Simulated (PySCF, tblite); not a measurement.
Isomers of C3H11ClOSi3. Calculated harmonic vibrations of the isolated species, GFN2-xTB (tblite), most abundant isotopes, no scaling. Errors from tens to a few hundred cm⁻¹ against measured bands are possible. Modes of hydrogen on silicon can be 10 to 20 % off. One conformer each.

Electronic energies: PBE0/pcSseg-1 single points on the GFN2-xTB geometries (PySCF, gas phase).

```tsv
SMILES	electronic energy, lowest = 0 (kcal/mol)
[SiH3]C[C@@H]1C[SiH2]O[Si@@H]1Cl	0.0
C=C(Cl)[SiH2]O[SiH2][SiH2]C	51.2
CC(=O)[Si]([SiH3])([SiH3])CCl	90.3
```

**Question.** How do GFN2-xTB zero-point energies change the relative energies?

**Answer.** 
| SMILES | ZPE (kcal/mol) | of it from modes above 1550 cm⁻¹ | electronic (kcal/mol) | with ZPE, lowest = 0 (kcal/mol) | lowest mode (cm⁻¹) | rings |
| --- | --- | --- | --- | --- | --- | --- |
| [SiH3]C[C@@H]1C[SiH2]O[Si@@H]1Cl | 80.3 | 40.7 | 0.0 | 0.0 | 49 | 1 |
| C=C(Cl)[SiH2]O[SiH2][SiH2]C | 76.7 | 43.2 | 51.2 | 47.6 | 10i | 0 |
| CC(=O)[Si]([SiH3])([SiH3])CCl | 76.0 | 43.2 | 90.3 | 86.0 | 26 | 0 |

The zero-point energies span 4.3 kcal/mol, from `CC(=O)[Si]([SiH3])([SiH3])CCl` to `[SiH3]C[C@@H]1C[SiH2]O[Si@@H]1Cl`. Slightly imaginary modes are left out of the zero-point energy: `C=C(Cl)[SiH2]O[SiH2][SiH2]C` 10.0i cm⁻¹. The order is unchanged.

**Question.** And how do the electronic energies of GFN2-xTB itself compare?

**Answer.** `[SiH3]C[C@@H]1C[SiH2]O[Si@@H]1Cl` 0.0; `C=C(Cl)[SiH2]O[SiH2][SiH2]C` 48.0; `CC(=O)[Si]([SiH3])([SiH3])CCl` 122.9 kcal/mol, lowest = 0. Against the energies above, taken from the same isomer `[SiH3]C[C@@H]1C[SiH2]O[Si@@H]1Cl`, the largest difference is 32.6 kcal/mol.
